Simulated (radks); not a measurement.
Values are calculated unless marked as measured or tabulated.
Valence configurations of Ru II (all share [Kr]). Level of theory: scalar-relativistic Kohn-Sham, PBE, spin-polarised, spherical densities, point nucleus; open shells are filled with parallel spins first (spin-orbit coupling, left out, can overturn this in heavy ions) (a radial shooting solver on a logarithmic mesh with Libxc functionals). Energies are relative to 4d7; eigenvalues in eV for spin up.

\begin{tabular}{lrrrrr}
valence & E (eV) & moment (Bohr magnetons) & e(4d) & e(5p) & e(5s) \\ \hline
4d7 & 0.000 & 3 & -13.354 & - & - \\
4d6.5 5s0.5 & 0.280 & 4 & -14.914 & - & -11.723 \\
4d6 5s1 & 0.666 & 5 & -16.527 & - & -12.513 \\
4d6 5s0.5 5p0.5 & 3.182 & 5 & -17.135 & -7.842 & -12.900 \\
4d5 5s2 & 4.169 & 5 & -19.909 & - & -13.649 \\
4d6 5p1 & 5.723 & 5 & -17.726 & -8.170 & - \\
4d5 5s1 5p1 & 7.407 & 7 & -21.062 & -9.149 & -14.755 \\
4d5 5p2 & 13.054 & 7 & -22.176 & -9.749 & - \\
4d3 5s2 5p2 & 33.000 & 5 & -28.519 & -11.348 & -17.801 \\
4d3 5s1.5 5p2.5 & 34.970 & 6 & -28.997 & -11.740 & -18.267 \\
\end{tabular}

NIST lists [Kr] 4d7 as the ground configuration; this level of theory agrees among the configurations tried. The energies are those of spherical high-spin densities, not of single terms.
